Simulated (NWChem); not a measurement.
**Ionisation of CH$_{3}$Si**

```xyz
5

C      1.1006    -0.0867     0.0000
Si    -0.7937     0.0462     0.0000
H      1.5375    -0.5499     0.9008
H      1.4341     0.9735     0.0000
H      1.5375    -0.5499    -0.9008
```
Charge 0, spin multiplicity 2.

All runs are NWChem calculations. Structure: optimised with UPBE0/def2-SVP, a minimum by its harmonic frequencies.

Basis set: def2-TZVPD. The species with one electron less has spin multiplicity 1 and keeps the geometry of the parent. Δ marks differences of total energies (open shells unrestricted). −ε marks an orbital energy of the parent. That orbital need not have the symmetry of the hole or added electron in the Δ rows. That singlet is a closed-shell solution.

B3LYP has NWChem's definition, with VWN1-RPA local correlation. This spin state was chosen for the runs; another may lie lower. The structure started from a generated list of species. No SCF solution was tested for a lower state.

Problem. Order these methods by the first vertical ionisation energy they give, lowest first: −ε(alpha HOMO) of PBE0, −ε(alpha HOMO) of B3LYP, −ε(alpha HOMO) of BLYP, −ε(alpha HOMO) of PBE, ΔPBE0, ΔBLYP.

Solution. −ε(alpha HOMO) of BLYP (3.64 eV), −ε(alpha HOMO) of PBE (3.87 eV), −ε(alpha HOMO) of B3LYP (4.61 eV), −ε(alpha HOMO) of PBE0 (4.90 eV), ΔBLYP (6.95 eV), ΔPBE0 (7.22 eV)
